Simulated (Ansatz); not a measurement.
```yaml
crystal:
  periodic: [false, false, false]
  atoms:
    - {symbol: O, position_ang: [-0.715210, 2.971905, -2.061838]}
    - {symbol: Si, position_ang: [1.098664, 1.143615, -0.283837]}
    - {symbol: O, position_ang: [3.104218, -0.581651, -1.955729]}
    - {symbol: Al, position_ang: [-1.544151, -1.617141, 2.428272]}
    - {symbol: H, position_ang: [-2.095508, 2.204160, -2.945483]}
    - {symbol: H, position_ang: [2.749605, 2.958726, 1.066520]}
    - {symbol: H, position_ang: [2.464445, -2.039903, -2.815782]}
    - {symbol: H, position_ang: [-3.365175, -3.627718, 1.105485]}
    - {symbol: H, position_ang: [-1.529835, -1.499678, 5.430076]}
basis:
  gaussian: {orbitals: pcseg-2}
hamiltonian: {xc: {name: SPW92}}
accuracy: high
output: {forces: true}
```

```sh
$ ansatz run in.yaml --threads 2 --pin off --events-out ev --progress --plain --max-ram 4352MiB
```

Shortened log:

```
Functional definition: SPW92
2960 factors; integrals over basis functions are off by at most 1.5e-8 eV
mean field evaluation 1: about -18497.3243 eV, gradient 1.2e2 eV
mean field evaluation 2: about -17702.2010 eV, gradient 2.2e2 eV
mean field evaluation 4: about -18317.5546 eV, gradient 1.9e2 eV
mean field evaluation 8: about -18537.4287 eV, gradient 3.7e0 eV
mean field evaluation 16: about -18537.5536 eV, gradient 1.1e-1 eV
mean field evaluation 64: about -18537.5632 eV, gradient 8.9e-9 eV
mean field -18537.56338150 eV, -681.2428890584 hartree, gradient 2.7e-8 eV, S^2 0.000000; 12 other end points of the search recorded, 0 dependent functions left out
reference -18537.56338810 eV, -681.2428893008 hartree; 24, 24 occupied and 174, 174 virtual orbitals, 2960 factors
Total energy: -18537.56338810 eV, -681.2428893008 hartree
Atom 0 at    -0.715210     2.971905    -2.061838 Å, force    -2.323393    -2.382347    -1.171438 eV/Å
Atom 1 at     1.098664     1.143615    -0.283837 Å, force     0.832645     0.858269    -0.795681 eV/Å
Atom 2 at     3.104218    -0.581651    -1.955729 Å, force    -2.211528    -2.479322    -1.178929 eV/Å
Atom 3 at    -1.544151    -1.617141     2.428272 Å, force    -0.592331    -0.640101     0.548540 eV/Å
Atom 4 at    -2.095508     2.204160    -2.945483 Å, force     3.273427     1.604358     2.074287 eV/Å
Atom 5 at     2.749605     2.958726     1.066520 Å, force    -0.959621    -1.085876    -0.889761 eV/Å
Atom 6 at     2.464445    -2.039903    -2.815782 Å, force     1.308925     3.416294     2.057167 eV/Å
Atom 7 at    -3.365175    -3.627718     1.105485 Å, force     0.644159     0.712281     0.417594 eV/Å
Atom 8 at    -1.529835    -1.499678     5.430076 Å, force     0.027718    -0.003556    -1.061778 eV/Å
Dipole moment:    -0.797587    -0.830524     0.687170 e Å
```

Problem. Something in this input is off. What?

Solution. The coordinates are in bohr but typed as ångström. The run converged. The result belongs to that input, not to the molecule as meant.
